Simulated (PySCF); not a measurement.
PySCF input for CH5F2NSi2, SMILES [SiH2](F)/N=C/[SiH2]F, TPSSh-D3(BJ)/def2-SVP. The structure is a stationary point at TPSSh-D3(BJ)/def2-SVP. The structure was generated by enumeration; whether it is a known compound was not checked. One conformer was computed; it need not be the lowest.

```python
import numpy as np
from pyscf import gto, scf, dft, df
from pyscf.hessian import thermo

mol = gto.M(
    atom='''
    F    -3.22410247    0.77125043   -0.26832136
    Si   -2.08946673    0.01299003    0.62809337
    C    -0.38897836    0.19729638   -0.19336242
    N     0.56936506   -0.37558159    0.42770824
    Si    2.26813274   -0.47732378    0.06707443
    F     2.66475024    0.30968690   -1.30841498
    H    -2.05188722    0.64012434    1.97051105
    H    -2.43630740   -1.42547134    0.71069503
    H    -0.23465818    0.76045107   -1.14102185
    H     3.00081467    0.15008584    1.18815714
    H     2.60319893   -1.90766072   -0.10384674
    ''',
    basis='def2-SVP',
    charge=0,
    spin=0,
    max_memory=1600,
    verbose=3,
)
mf = dft.RKS(mol, xc='tpssh').density_fit(auxbasis='def2-universal-jkfit')
mf.disp = 'd3bj'
mf.grids.level = 4
mf.conv_tol = 1e-11
mf.max_cycle = 100
mf.kernel()

# [left out here: the lines that compute and print the analytic Hessian (its translational invariance restored by hand, since the grid's response is missing), thermochemistry and intensities]
```

Program output:

```
converged SCF energy = -874.272451783327

WARN: MGGA Hessian is sensitive to dft grids. grids.level 4 may not be dense enough.


WARN: DFTD3 does not support analytical Hessian, using finite difference


WARN: Mole.unit (angstrom) is changed to Bohr

Mode                                 0                   1                   2
Irrep
Freq [cm^-1]                       43.8696             55.1027            116.0205
Reduced mass [au]                   3.7471             10.6951              3.2114
Force const [Dyne/A]                0.0042              0.0191              0.0255
Char temp [K]                      63.1185             79.2805            166.9276
Normal mode                   x     y     z       x     y     z       x     y     z
       0   F                -0.02 -0.10 -0.06    0.08  0.03 -0.08   -0.00 -0.03 -0.02
       1  Si                 0.01  0.07  0.04   -0.01 -0.00  0.00   -0.01 -0.03 -0.02
       2   C                 0.01  0.04  0.03    0.03 -0.05  0.08    0.03  0.16  0.10
       3   N                -0.00 -0.03 -0.02    0.02 -0.06  0.09    0.02  0.08  0.05
       4  Si                -0.01 -0.06 -0.04    0.01  0.00 -0.01   -0.00 -0.02 -0.01
       5   F                 0.01  0.07  0.04   -0.14  0.04 -0.03   -0.01 -0.05 -0.03
       6   H                -0.02  0.26 -0.04   -0.06  0.01 -0.00   -0.16 -0.18  0.06
       7   H                 0.08  0.07  0.24   -0.07  0.01 -0.00    0.10 -0.07 -0.21
       8   H                 0.02  0.09  0.06    0.06 -0.06  0.08    0.05  0.26  0.16
       9   H                 0.02 -0.19  0.02    0.07  0.02 -0.05    0.10 -0.09 -0.04
      10   H                -0.06 -0.05 -0.18    0.07  0.02 -0.05   -0.13 -0.04 -0.05
Mode                                 3                   4                   5
Irrep
Freq [cm^-1]                      136.6545            177.6569            254.3174
Reduced mass [au]                   7.1595              2.5949             10.1996
[...]
       3   N                 0.13  0.02 -0.08   -0.00  0.00  0.00    0.01  0.03  0.02
       4  Si                -0.06  0.02 -0.01    0.00 -0.00 -0.00    0.00  0.01  0.00
       5   F                -0.02 -0.02  0.04    0.00  0.00 -0.00   -0.01 -0.03 -0.02
       6   H                -0.02  0.04 -0.05    0.59 -0.30  0.15    0.02  0.01 -0.01
       7   H                -0.02  0.03 -0.07   -0.61  0.16 -0.24   -0.02  0.00  0.01
       8   H                -0.20 -0.04  0.12    0.01  0.05  0.03   -0.01 -0.04 -0.02
       9   H                -0.15  0.03  0.04    0.00  0.01 -0.01   -0.46 -0.24  0.45
      10   H                -0.16 -0.01  0.02    0.00 -0.00  0.01    0.45  0.17 -0.49
Mode                                12                  13                  14
Irrep
Freq [cm^-1]                      762.1691            855.3172            859.8091
Reduced mass [au]                   5.5489              3.1858              2.8746
Force const [Dyne/A]                1.8992              1.3732              1.2521
Char temp [K]                    1096.5917           1230.6111           1237.0739
Normal mode                   x     y     z       x     y     z       x     y     z
       0   F                -0.02  0.02 -0.02   -0.01  0.01 -0.01   -0.10  0.08 -0.09
       1  Si                -0.05 -0.02  0.05    0.01 -0.00  0.00    0.05 -0.04  0.05
       2   C                 0.17  0.02 -0.08   -0.03  0.01 -0.00   -0.02 -0.01  0.03
       3   N                 0.10 -0.01 -0.02   -0.02 -0.00  0.01    0.01  0.00 -0.00
       4  Si                -0.06  0.02 -0.01    0.02  0.04 -0.07   -0.00 -0.01  0.01
       5   F                -0.00 -0.02  0.03   -0.03 -0.08  0.14    0.00  0.01 -0.02
       6   H                -0.04 -0.05  0.06    0.07 -0.01  0.01    0.36 -0.13  0.08
       7   H                -0.04 -0.02  0.08    0.07 -0.02  0.00    0.36 -0.11  0.09
       8   H                 0.30 -0.01 -0.07   -0.06  0.01 -0.00   -0.06 -0.01  0.03
       9   H                -0.07  0.04 -0.02    0.22  0.14 -0.25   -0.04 -0.02  0.05
      10   H                -0.07  0.02 -0.03    0.22  0.11 -0.27   -0.04 -0.02  0.05
Mode                                15                  16                  17
Irrep
Freq [cm^-1]                      914.5938            927.8900            950.3470
Reduced mass [au]                   1.3841              1.5516              1.2783
Force const [Dyne/A]                0.6821              0.7871              0.6802
Char temp [K]                    1315.8968           1335.0271           1367.3378
Normal mode                   x     y     z       x     y     z       x     y     z
       0   F                -0.05  0.02 -0.02    0.00  0.00  0.00   -0.03  0.01 -0.01
       1  Si                 0.07 -0.02  0.01   -0.00 -0.02 -0.01    0.05 -0.01  0.00
       2   C                 0.00  0.01 -0.01    0.02  0.13  0.08    0.00 -0.00  0.00
       3   N                -0.03 -0.01  0.02   -0.01 -0.06 -0.04    0.01  0.01 -0.01
       4  Si                 0.04  0.01 -0.02    0.00  0.01  0.01   -0.06 -0.00  0.02
       5   F                -0.01 -0.01  0.02   -0.00 -0.00 -0.00    0.02  0.01 -0.02
       6   H                -0.47 -0.17  0.10    0.11  0.08 -0.06   -0.28 -0.06  0.04
       7   H                -0.42  0.11  0.28   -0.08  0.01  0.10   -0.25  0.06  0.11
       8   H                -0.05  0.00 -0.03   -0.12 -0.62 -0.39   -0.06  0.02  0.01
       9   H                -0.26  0.12  0.10    0.08 -0.08  0.00    0.45 -0.29 -0.14
      10   H                -0.30 -0.07 -0.01   -0.07  0.00 -0.05    0.53  0.11  0.12
Mode                                18                  19                  20
Irrep
Freq [cm^-1]                      967.9675            970.7517           1339.4917
Reduced mass [au]                   1.2327              1.2591              1.2301
Force const [Dyne/A]                0.6805              0.6991              1.3004
Char temp [K]                    1392.6897           1396.6956           1927.2303
Normal mode                   x     y     z       x     y     z       x     y     z
       0   F                -0.02  0.01 -0.01   -0.02  0.01 -0.01   -0.00  0.00 -0.00
       1  Si                 0.02 -0.03  0.04    0.03 -0.03  0.03    0.01 -0.00  0.00
       2   C                 0.01  0.01 -0.01   -0.00  0.00 -0.01   -0.08 -0.02  0.06
       3   N                -0.01 -0.01  0.01    0.00  0.01 -0.01   -0.02  0.04 -0.05
       4  Si                 0.02  0.03 -0.05   -0.01 -0.03  0.05    0.01  0.00 -0.00
       5   F                -0.01 -0.01  0.03    0.01  0.01 -0.03   -0.00 -0.00  0.00
       6   H                -0.04  0.44 -0.19   -0.10  0.38 -0.16   -0.04 -0.01 -0.00
       7   H                -0.12 -0.01 -0.47   -0.17  0.00 -0.39   -0.04  0.01  0.01
       8   H                 0.01  0.01 -0.01   -0.01  0.01 -0.01    0.85 -0.23  0.11
       9   H                -0.07 -0.34  0.22    0.03  0.40 -0.23    0.01 -0.01 -0.00
      10   H                -0.01 -0.04  0.41   -0.04  0.03 -0.45    0.01  0.00  0.00
Mode                                21                  22                  23
Irrep
Freq [cm^-1]                     1710.7412           2287.4085           2296.2444
Reduced mass [au]                  11.0285              1.0291              1.0542
Force const [Dyne/A]               19.0167              3.1725              3.2750
Char temp [K]                    2461.3758           3291.0716           3303.7845
Normal mode                   x     y     z       x     y     z       x     y     z
       0   F                 0.00 -0.00  0.00   -0.00 -0.00  0.00   -0.00 -0.00 -0.00
       1  Si                -0.00  0.00  0.00   -0.00 -0.01  0.02   -0.01 -0.03 -0.02
       2   C                 0.17 -0.08  0.08    0.00 -0.00  0.00    0.00 -0.00 -0.00
       3   N                -0.15  0.08 -0.07   -0.00  0.00 -0.00   -0.00  0.00  0.00
       4  Si                 0.01 -0.00 -0.00   -0.00  0.00 -0.00    0.00  0.00  0.00
       5   F                 0.00  0.00 -0.00   -0.00 -0.00  0.00   -0.00  0.00  0.00
       6   H                 0.01  0.01  0.01   -0.02 -0.32 -0.66    0.01  0.27  0.59
       7   H                 0.01 -0.01 -0.01    0.15  0.64 -0.02    0.17  0.70 -0.05
       8   H                -0.08 -0.03  0.07   -0.01  0.00 -0.00   -0.00 -0.00 -0.00
       9   H                 0.02 -0.00 -0.02    0.02  0.02  0.04   -0.01 -0.01 -0.02
      10   H                 0.02  0.01 -0.01    0.01 -0.04 -0.01    0.01 -0.03 -0.00
Mode                                24                  25                  26
Irrep
Freq [cm^-1]                     2307.5949           2311.7008           2953.5043
Reduced mass [au]                   1.0281              1.0548              1.0874
Force const [Dyne/A]                3.2257              3.3210              5.5887
Char temp [K]                    3320.1152           3326.0227           4249.4351
Normal mode                   x     y     z       x     y     z       x     y     z
       0   F                 0.00 -0.00  0.00    0.00  0.00  0.00    0.00 -0.00  0.00
       1  Si                -0.00 -0.00  0.00   -0.00 -0.00 -0.00   -0.00  0.00  0.00
       2   C                -0.00  0.00 -0.00    0.00 -0.00 -0.00    0.01  0.04 -0.07
       3   N                 0.00 -0.00  0.00   -0.00 -0.00 -0.00    0.00 -0.00  0.00
       4  Si                 0.02 -0.01  0.02   -0.01 -0.03 -0.02    0.00 -0.00 -0.00
       5   F                 0.00 -0.00 -0.00   -0.00 -0.00 -0.00   -0.00 -0.00  0.00
       6   H                -0.00 -0.02 -0.04    0.00  0.01  0.03    0.00  0.00 -0.00
       7   H                 0.01  0.05 -0.00    0.01  0.03 -0.00    0.00  0.00 -0.00
       8   H                -0.00  0.00 -0.00   -0.00 -0.00 -0.00   -0.15 -0.48  0.81
       9   H                -0.33 -0.30 -0.52    0.35  0.29  0.53   -0.00 -0.00 -0.00
      10   H                -0.15  0.68  0.09   -0.16  0.65  0.07   -0.00  0.00  0.00
temperature 298.1500 [K]
pressure 101325.00 [Pa]
Rotational constants [GHz] 7.69460 0.77015 0.71208
Symmetry number 1
Zero-point energy (ZPE) 0.06153 [Eh]   161545.972 [J/mol]
                           tot       elec      trans        rot        vib
Entropy [J/mol/K]       388.174      0.000    168.985    120.177     99.012
Cv [J/mol/K]            114.796      0.000     12.472     12.472     89.853
Cp [J/mol/K]            123.111      0.000     20.786     12.472     89.853
Internal energy [J/mol]                      3718.434   3718.434 176023.757
Internal energy [Eh]   -874.20258  -874.27245
Enthalpy [J/mol]                             6197.391   3718.434 176023.757
Enthalpy [Eh]          -874.20163
Gibbs free energy [J/mol]                  -44185.625 -32112.240 146503.303
Gibbs free energy [Eh] -874.24571
static polarisability / bohr^3: [[ 8.2388e+01 -6.3460e+00 -2.7000e-02]
 [-6.3400e+00  5.1941e+01 -1.6800e+00]
 [-1.7000e-02 -1.6810e+00  5.2333e+01]]
largest difference of analytic and finite-field dipole derivatives / e: 0.0028546388038708237
mode   freq/cm-1   IR/(km/mol)   Raman/(A^4/amu)   depolarisation
   1       43.87         0.701             2.393            0.750
   2       55.10         0.702             0.160            0.383
   3      116.02         1.371             0.719            0.749
   4      136.65        20.228             2.812            0.439
   5      177.66         9.688             2.474            0.750
   6      254.32         4.844             4.433            0.458
   7      385.15        18.882             1.637            0.397
   8      550.19         3.342             6.166            0.750
   9      669.65       180.185             1.524            0.750
  10      715.85        15.840             3.724            0.125
  11      731.04        15.466            16.794            0.750
  12      757.35         0.156            15.865            0.750
  13      762.17        49.683             0.896            0.621
  14      855.32        16.565             4.077            0.462
  15      859.81        25.763             6.279            0.632
  16      914.59       741.276             9.571            0.662
  17      927.89        10.779             1.597            0.750
  18      950.35        38.861            26.854            0.611
  19      967.97        33.223             3.316            0.741
  20      970.75       258.793            17.563            0.740
  21     1339.49        12.885             9.833            0.168
  22     1710.74       122.003            27.095            0.402
  23     2287.41        62.117           176.752            0.074
  24     2296.24       114.338            76.882            0.744
  25     2307.59        83.771           251.795            0.066
  26     2311.70       143.220            98.614            0.750
  27     2953.50        52.471           145.654            0.406
max |gradient| / (hartree/bohr): 4.9073720887560864e-05
APT charges: [-0.6542  1.5105  0.1472 -0.9205  1.7374 -0.6528 -0.2771 -0.2764 -0.0382
 -0.288  -0.288 ]
```

Self-consistency was reached.

Cost: around 16 core-minutes (rough).
